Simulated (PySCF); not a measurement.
Basis-set dependence of population analyses: `CS[SiH2]N([SiH3])[SiH3]`

CH₁₁NSSi₃.
Bonds: C1–S2, S2–Si3, Si3–N4, N4–Si5, N4–Si6. Hydrogens: H7, H8, H9 on C1; H10, H11 on Si3; H12, H13, H14 on Si5; H15, H16, H17 on Si6.

PBE0 throughout (PySCF), one geometry, spherical d and f functions. Isolated species at its PBE0-D3(BJ)/def2-SVP geometry (one conformer only). Atoms taken as equivalent share a column and are averaged. The first 7 of 8 kinds of atom are listed.

Mulliken charges (e):

| basis | functions | C1 | S2 | Si3 | N4 | Si5/Si6 | H7/H8/H9 | H10/H11 |
| --- | --- | --- | --- | --- | --- | --- | --- | --- |
| STO-3G | 57 | -0.318 | -0.049 | +0.587 | -0.705 | +0.620 | +0.082 | -0.122 |
| 6-31G | 92 | -0.759 | -0.062 | +0.788 | -1.302 | +0.765 | +0.219 | -0.099 |
| pcSseg-0 | 92 | -0.908 | -0.231 | +0.822 | -1.467 | +0.686 | +0.286 | -0.029 |
| 6-31G* | 122 | -0.701 | -0.111 | +0.558 | -0.865 | +0.499 | +0.222 | -0.060 |
| def2-SVP | 155 | -0.178 | -0.272 | +0.549 | -0.780 | +0.481 | +0.094 | -0.057 |
| cc-pVDZ | 155 | -0.198 | -0.184 | +0.386 | -0.597 | +0.332 | +0.089 | -0.033 |
| pcSseg-1 | 185 | -0.415 | -0.286 | +0.697 | -1.089 | +0.627 | +0.162 | -0.061 |
| aug-cc-pVDZ | 253 | +0.377 | -0.162 | -0.550 | -0.113 | -1.149 | -0.186 | +0.472 |
| 6-311+G(2d,p) | 260 | -0.616 | +0.004 | +0.518 | -1.162 | +0.566 | +0.183 | -0.042 |
| def2-TZVP | 276 | -0.359 | -0.193 | +0.232 | -0.350 | +0.178 | +0.153 | -0.011 |

IAO charges (e):

| basis | functions | C1 | S2 | Si3 | N4 | Si5/Si6 | H7/H8/H9 | H10/H11 |
| --- | --- | --- | --- | --- | --- | --- | --- | --- |
| STO-3G | 57 | -0.487 | -0.059 | +0.671 | -0.887 | +0.686 | +0.129 | -0.115 |
| 6-31G | 92 | -0.511 | -0.165 | +0.640 | -0.927 | +0.572 | +0.168 | -0.081 |
| pcSseg-0 | 92 | -0.504 | -0.170 | +0.644 | -0.946 | +0.567 | +0.167 | -0.079 |
| 6-31G* | 122 | -0.493 | -0.171 | +0.766 | -1.014 | +0.702 | +0.159 | -0.118 |
| def2-SVP | 155 | -0.480 | -0.167 | +0.775 | -1.010 | +0.712 | +0.155 | -0.124 |
| cc-pVDZ | 155 | -0.489 | -0.168 | +0.760 | -1.004 | +0.692 | +0.158 | -0.117 |
| pcSseg-1 | 185 | -0.491 | -0.171 | +0.779 | -1.028 | +0.715 | +0.158 | -0.121 |
| aug-cc-pVDZ | 253 | -0.496 | -0.175 | +0.765 | -1.011 | +0.693 | +0.161 | -0.116 |
| 6-311+G(2d,p) | 260 | -0.504 | -0.172 | +0.794 | -1.041 | +0.728 | +0.162 | -0.125 |
| def2-TZVP | 276 | -0.507 | -0.170 | +0.806 | -1.049 | +0.739 | +0.162 | -0.128 |

Some averages cover members that differ in this geometry, most widely: H10/H11, Mulliken in aug-cc-pVDZ +0.404 to +0.540; H7/H8/H9, Mulliken in aug-cc-pVDZ -0.215 to -0.133; Si5/Si6, Mulliken in aug-cc-pVDZ -1.167 to -1.130; H10/H11, Mulliken in pcSseg-0 -0.042 to -0.017 e.

Which scheme is steadiest as the basis changes?

Largest range over the bases for any column: IAO 0.17 e, Mulliken 1.91 e. IAO charges move least and Mulliken charges most, counted in e. Without the minimal STO-3G basis the ranges are IAO 0.17, Mulliken 1.91 e.

How much do the charges still move between the two largest bases, 6-311+G(2d,p) and def2-TZVP?

At most, over all atoms: Mulliken 0.812 e, IAO 0.012 e.

What do the same runs give for the total energy, the frontier levels and the dipole moment?

```csv
basis,energy (Eh),HOMO (eV),LUMO (eV),μ (D)
STO-3G,-1349.9493,-3.27,6.00,1.02
6-31G,-1365.3435,-6.94,0.02,1.94
pcSseg-0,-1363.8512,-7.18,-0.12,1.96
6-31G*,-1365.5152,-6.95,-0.01,1.54
def2-SVP,-1365.1258,-6.99,0.04,1.33
cc-pVDZ,-1365.5840,-6.95,0.02,1.31
pcSseg-1,-1365.5360,-7.10,-0.22,1.48
aug-cc-pVDZ,-1365.5976,-7.04,-0.43,1.33
"6-311+G(2d,p)",-1365.6679,-7.06,-0.46,1.33
def2-TZVP,-1365.6848,-7.07,-0.33,1.29
```

The dipole is fixed by the density alone, so its range of 0.94 D shows that the density itself changes with the basis, not only its division among atoms.
